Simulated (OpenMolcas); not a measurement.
**Rh2+: input and output**

Input:

```
&GATEWAY
Coord
1

Rh 0.0 0.0 0.0
Basis=ANO-RCC-VQZP
Group=XYZ
NoMove
AngMom=0.0 0.0 0.0
AMFI
&SEWARD
&RASSCF
FileOrb=start.orb
Symmetry=1
Spin=4
nActEl=7 0 0
Inactive=9 9
Ras2=5 0
CIRoot=10 10 1
SDav=10
CIMx=300
Iter=120 100
PrWF=0.3
OrbListing=Nothing
MaxOrb=0
Atom
>>> COPY $Project.JobIph JOB001
&RASSCF
FileOrb=start.orb
Symmetry=1
Spin=2
nActEl=7 0 0
Inactive=9 9
Ras2=5 0
CIRoot=40 40 1
SDav=40
CIMx=300
Iter=120 100
PrWF=0.3
OrbListing=Nothing
MaxOrb=0
Atom
>>> COPY $Project.JobIph JOB002
&RASSI
NrOfJobIphs=2 10 40
1 2 3 4 5 6 7 8 9 10
1 2 3 4 5 6 7 8 9 10 11 12 13 14 15 16 17 18 19 20 21 22 23 24 25 26 27
28 29 30 31 32 33 34 35 36 37 38 39 40
IphNames
JOB001
JOB002
EJob
SpinOrbit
DIPRint=1.0
SOCoupling=1000.0
Subsets=2
MEES
Property=10
'ANGMOM' 1 'ANGMOM' 2 'ANGMOM' 3 'MLTPL  1' 1 'MLTPL  1' 2 'MLTPL  1' 3
'AMFI' 1 'AMFI' 2 'AMFI' 3 'MLTPL  2' 6
SOProperty=3
'ANGMOM' 1 'ANGMOM' 2 'ANGMOM' 3
```

Launched by
```bash
OMP_NUM_THREADS=1 MOLCAS_MEM=1689 MOLCAS_PROJECT=a pymolcas a.inp > a.log  # once for each step of the input, in one work folder
```

A driver script runs the steps one by one and writes start.orb anew before each from the orbitals found so far.

Output, cut to the results:

```
--- SEWARD ---
Basis set label: RH.ANO-RCC...8S7P5D3F2G1H.

      Electronic valence basis set:
      ------------------
      Associated Effective Charge  45.000000 au
      Associated Actual Charge     45.000000 au
      Nuclear Model: Point charge

      Shell  nPrim  nBasis  Cartesian Spherical Contaminant
         s      21       8        X
         p      18       7        X
         d      13       5                 X
         f       6       3                 X
         g       4       2                 X
         h       2       1                 X
                  Relativistic Douglas-Kroll-Hess integrals:
                    - DKH order of Hamiltonian: 2
                    - DKH order of Properties : 0
                  Atomic mean-field integrals
--- RASSCF ---
Wave function specifications:
      -----------------------------

      Number of closed shell electrons          36
      Number of electrons in active shells       7
      Max number of holes in RAS1 space          0
      Max nr of electrons in RAS3 space          0
      Number of inactive orbitals               18
      Number of active orbitals                  5
      Number of secondary orbitals              81
      Spin quantum number                      1.5
      State symmetry                             1
Orbital specifications:
      -----------------------

      Symmetry species                           1   2
                                                ag  au
      Frozen orbitals                            0   0
      Inactive orbitals                          9   9
      Active orbitals                            5   0
      RAS1 orbitals                              0   0
      RAS2 orbitals                              5   0
      RAS3 orbitals                              0   0
      Secondary orbitals                        37  44
      Deleted orbitals                           0   0
      Number of basis functions                 51  53
      Number of CSFs                            10
      Number of root(s) required                10
      Iter CI   SX   CI       RASSCF       Energy    max ROT     max BLB   max BLB  Level Ln srch  Step   QN
          iter iter root      energy       change     param      element    value   shift minimum  type update
 Nr of preliminary CI iterations:   1
      Total energies have been shifted. Add                -4000.00 au
        1   1   11    0  -779.49207049    0.00E+00   1.20E-01*  11  20 1  2.29E-01*  0.00   0.00    SX    NO
        2   1   11    0  -779.59053633   -9.85E-02*  3.35E-02    9  15 2  1.38E-01*  0.00   0.00    SX    NO
        3   1   11    0  -779.60351771   -1.30E-02*  2.57E-02    8  14 2 -6.62E-02*  0.00   0.00    SX    NO
        4   1   11    0  -779.60781888   -4.30E-03*  1.52E-02    9  15 2  4.33E-02*  0.00   0.00    SX    NO
        5   1   11    0  -779.60937246   -1.55E-03*  5.75E-03    9  15 2 -2.63E-02*  0.00   0.62    QN   YES
        6   1    9    0  -779.61035196   -9.80E-04*  2.16E-04    8  14 2 -6.95E-04*  0.00   1.03    QN   YES
        7   1    5    0  -779.61035290   -9.33E-07*  1.90E-06    8  14 2  1.67E-05   0.00   1.00    QN   YES
        8   1    3    0  -779.61035290   -2.43E-10   3.95E-07    9  17 1 -2.45E-06   0.00   1.22    QN   YES
      Convergence after  8 iterations
        9   1    3    0  -779.61035290   -1.64E-11   3.95E-07    9  18 1 -3.67E-07   0.00   1.22    QN   YES
      Natural orbitals and occupation numbers for root  1
      sym 1:   1.674529   1.674529   1.000000   1.325471   1.325471
      Natural orbitals and occupation numbers for root  2
      sym 1:   1.613109   1.386891   1.000000   1.386891   1.613109
      Natural orbitals and occupation numbers for root  3
      sym 1:   1.000000   1.160726   1.839274   1.839274   1.160726
::    RASSCF root number  1 Total energy:  -4779.62897577
::    RASSCF root number  2 Total energy:  -4779.62897577
::    RASSCF root number  3 Total energy:  -4779.62897577
::    RASSCF root number  4 Total energy:  -4779.62897577
::    RASSCF root number  5 Total energy:  -4779.62897577
::    RASSCF root number  6 Total energy:  -4779.62897577
::    RASSCF root number  7 Total energy:  -4779.62897577
::    RASSCF root number  8 Total energy:  -4779.56689952
::    RASSCF root number  9 Total energy:  -4779.56689952
::    RASSCF root number 10 Total energy:  -4779.56689952
--- RASSCF ---
Wave function specifications:
      -----------------------------

...
--- RASSI ---
SPIN-FREE ENERGIES:
  (Shifted by EMIN (a.u.) =      -4779.6289757700)

 SF State       Relative EMIN(au)   Rel lowest level(eV)    D:o, cm**(-1)      L_eff

     1             0.0000000000        0.0000000000              0.0000         3.0
     2             0.0000000000        0.0000000000              0.0000         3.0
     3             0.0000000000        0.0000000000              0.0000         3.0
     4             0.0000000000        0.0000000000              0.0000         3.0
     5             0.0000000000        0.0000000000              0.0000         3.0
     6             0.0000000000        0.0000000000              0.0000         3.0
     7             0.0000000000        0.0000000000              0.0000         3.0
     8             0.0620762450        1.6891806785          13624.1610         1.0
     9             0.0620762450        1.6891806785          13624.1610         1.0
    10             0.0620762450        1.6891806785          13624.1610         1.0
    11             0.0660669775        1.7977740437          14500.0255         4.0
    12             0.0660669775        1.7977740437          14500.0255         4.0
    13             0.0660669775        1.7977740437          14500.0255         4.0
    14             0.0660669775        1.7977740437          14500.0255         4.0
    15             0.0660669775        1.7977740437          14500.0255         4.0
    16             0.0660669775        1.7977740437          14500.0255         4.0
    17             0.0660669775        1.7977740437          14500.0255         4.0
    18             0.0660669775        1.7977740437          14500.0255         4.0
    19             0.0660669775        1.7977740437          14500.0255         4.0
    20             0.0866602925        2.3581466902          19019.7357         4.4
    21             0.0866602925        2.3581466902          19019.7357         4.9
...
```

Levels above the lowest, from the spin-orbit matrix, grouped by J:

```tsv
Configuration	Term	J	E (cm-1)	Measured (cm-1)	g	Term weight %	Second
4d7	4F	9/2	0.0	0.0	1.330	98	
4d7	4F	7/2	2100	2148	1.237	100	
4d7	4F	5/2	3482	3486	1.030	99	
4d7	4F	3/2	4372	4322	0.406	98	
4d7	4P	5/2	14967	11062	1.594	98	
4d7	4P	3/2	15029	10997	1.652	80	19 2P
4d7	2G	9/2	15510		1.096	89	9 2H
4d7	4P	1/2	16419		2.522	93	7 2P
4d7	2G	7/2	17612		0.891	99	
4d7	2P	3/2	20368		1.256	56	26 2D(1)
4d7	2H	11/2	20560		1.091	100	
4d7	2D(1)	5/2	22486		1.205	97	
4d7	2P	1/2	22507		0.815	93	7 4P
4d7	2H	9/2	22631		0.928	91	9 2G
4d7	2D(1)	3/2	26010		0.953	71	25 2P
4d7	2F	5/2	34187		0.861	99	
4d7	2F	7/2	35189		1.142	99	
4d7	2D(2)	3/2	53305		0.800	100	
4d7	2D(2)	5/2	54320		1.198	99
```

Against the 5 measured excited levels shown (the list in Shadmi, J. Res. Natl. Bur. Stand. 70A, 435 (1966)) the mean absolute deviation is 1600 cm-1; the largest miss in energy is 4d7 4P 3/2: computed 15029, measured 10997 cm-1 (+36.7 %).

Levels of configurations with an s electron are missing; early in the row they begin among the upper levels of the d shell and mix with terms of their name. Without dynamic correlation excited terms often stand tens of per cent too high (terms of higher spin than the ground term too low), and those without a measured partner can miss by more than the paired ones. Measured partners are found by configuration, term and J. A level has none where our copy of the source lacks it or the pairing is in doubt (some pairs that miss far off the trend of their configuration count as doubtful), and it then counts in no deviation. Levels of configurations outside the active space are missing.

The term weight is that of the spin-free term in the level, not the purity of its configuration. A number in round brackets counts repeated terms of one configuration in the order of the reference energies.
